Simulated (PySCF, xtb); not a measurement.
4H-1,3,5-dioxazine (C₃H₅NO₂), SMILES C1=NCOCO1.

GFN2-xTB in xtb at its own geometry gives an orbital gap of 4.55 eV and a dipole moment of 1.52 D.

Geometry: ωB97X-D3(BJ)/def2-SVP. The values are those of a single conformer.

What does PySCF with M06-2X/def2-TZVP give? (Estimate from the structure and the level; the computed values follow.)

gap 10.07 eV (levels -9.01 and 1.06 eV), dipole 1.44 D.
